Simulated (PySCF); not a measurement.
A side-by-side comparison of computed properties.

First species: C6H12N2Si.
InChI=1S/C6H12N2Si/c1-6(2)3-8-5-9-4-7/h8H,1,3,5,9H2,2H3

Second species: CH₆O₂Si₂.
Geometry (GFN2-xTB, Å), atoms numbered from 1 in this order:
```
atom  x, y, z in Å
O1     1.325    1.354    0.676
C2     1.779    0.249    0.505
Si3    0.691   -1.193   -0.145
O4    -0.777   -0.573   -0.340
Si5   -1.725    0.763   -0.230
H6     2.852    0.069    0.732
H7     1.195   -1.623   -1.445
H8     0.622   -2.239    0.870
H9    -3.017    0.222   -0.649
H10   -1.209    1.762   -1.158
H11   -1.729    1.212    1.157
```

Levels: PBE0/pcSseg-1 for dipole moment, HOMO energy, LUMO energy and HOMO–LUMO gap; GFN2-xTB for rotational constant A and rotational constant C. Geometries: GFN2-xTB. All species are isolated and taken at one optimised geometry, non-relativistic unless stated; the electronic structure was computed with PySCF and density fitting.

The conformers computed, where there is a choice (atom-mapped SMILES and torsion angles):
- `[CH2:1]=[C:2]([CH3:3])[CH2:4][NH:5][CH2:6][SiH2:7][C:8]#[N:9]`: C1–C2–C4–N5 117°, C2–C4–N5–C6 -178°, C4–N5–C6–Si7 -176°, N5–C6–Si7–C8 179°
- `[O:1]=[CH:2][SiH2:3][O:4][SiH3:5]`: O1–C2–Si3–O4 -1°, C2–Si3–O4–Si5 1°

Values for the first species:

- Dipole moment: 3.82 D
- HOMO energy: -7.00 eV
- LUMO energy: -0.38 eV
- HOMO–LUMO gap: 6.62 eV
- Rotational constant A: 4.620 GHz
- Rotational constant C: 0.416 GHz

Task: Estimate the same properties for the second species, and the change in each.

Result: 
```json
{"property": "dipole moment", "first": "3.82 D", "second": "1.76 D", "second less first": "-2.06 D"}
{"property": "HOMO energy", "first": "-7.00 eV", "second": "-7.11 eV", "second less first": "-0.11 eV"}
{"property": "LUMO energy", "first": "-0.38 eV", "second": "-1.56 eV", "second less first": "-1.18 eV"}
{"property": "HOMO–LUMO gap", "first": "6.62 eV", "second": "5.55 eV", "second less first": "-1.07 eV"}
{"property": "rotational constant A", "first": "4.620 GHz", "second": "4.549 GHz", "second less first": "-0.071 GHz"}
{"property": "rotational constant C", "first": "0.416 GHz", "second": "1.607 GHz", "second less first": "+1.191 GHz"}
```

On the first: In atomic units the dipole is 1.50 e·bohr (1 au = 2.5417 D). A dipole of 3.82 D is allowed in C1, and pure rotational transitions are dipole-allowed.

On the second: The dipole matches unit charges of opposite sign 0.37 Å apart (1 e·Å = 4.8032 D).
